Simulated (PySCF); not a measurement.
## ZnN⁺: frontier orbitals

PBE0 at R = 1.967 Å; Zn def2-TZVPPD, N def2-TZVPPD; no relativity (PySCF 2.14). State: quintet, unpaired electrons σ ↑↑, π ↑↑, a second solution, started from another occupation. Only the outer orbitals are listed, counted within each symmetry.

```tsv
spin	orbital	occ.	ε (eV)	on Zn (%)	main shells (%)
α	9σ	1	-19.29	32	68 N p, 16 Zn s, 11 Zn d
α	4π	1	-18.37	4	96 N p
α	4π	1	-18.37	4	96 N p
α	10σ	1	-13.12	92	82 Zn s, 9 Zn p
α	5π	0	-6.80	98	98 Zn p
α	5π	0	-6.80	98	98 Zn p
α	11σ	0	-4.71	106	96 Zn p
β	9σ	0	-12.39	51	48 Zn s, 44 N p
β	4π	0	-10.36	10	90 N p
β	4π	0	-10.36	10	90 N p
```

Task: Which are the highest filled and the lowest empty level, where do they sit, and how wide is the gap?

Result: Highest filled α 10σ at -13.12 eV (in %: 82 Zn s, 9 Zn p); lowest empty β 9σ at -12.39 eV (in %: 48 Zn s, 44 N p); the gap at PBE0 is 0.73 eV.

| Quantity | Value |
| --- | --- |
| bond order (Mayer) | 0.45 |
| ⟨S²⟩ | 6.004 |
| charge on Zn (Mulliken, basis-dependent) | 0.70 |
| charge on Zn (Löwdin, basis-dependent) | 0.79 |
| dipole moment (positive dipole points towards N; it is taken about the centre of mass and depends on that origin) | 1.38 D |

Shares are Mulliken populations and can fall outside 0 to 100 %.
